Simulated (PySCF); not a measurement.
CuH₂O₂, SMILES [Cu]([OH])[OH] (connectivity only; charge and spin as stated), neutral, multiplicity 2. Atoms are numbered in the order given.

```xyz
5

Cu     0.0000     0.0000    -0.0026
O      0.0000     1.7613    -0.0930
H      0.0000     2.1909     0.7822
O      0.0000    -1.7613    -0.0930
H      0.0000    -2.1909     0.7822
```
Charge 0, spin multiplicity 2.

Geometry: PBE-D3(BJ)/def2-TZVP. The multiplicity is an assumed one; other spin states were not compared. The values are those of a single conformer.

Computed with PBE-D3(BJ)/def2-TZVP run with PySCF.

Frequencies are harmonic and unscaled.

| mode | ν (cm⁻¹) | IR (km/mol) | moving atoms (share of kinetic energy) |
|---|---|---|---|
| 1 | 135 | 0.2 | O 54 %, Cu 34 %, H 11 % |
| 2 | 194 | 1.3 | O 55 %, Cu 33 %, H 12 % |
| 3 | 492 | 0.0 | H 91 %, O 9 % |
| 4 | 572 | 0.2 | O 95 % |
| 5 | 700 | 190.1 | H 87 %, O 13 % |
| 6 | 717 | 16.7 | O 58 %, Cu 35 % |
| 7 | 746 | 24.4 | H 87 %, O 12 % |
| 8 | 3682 | 143.1 | H 94 % |
| 9 | 3685 | 24.1 | H 94 % |
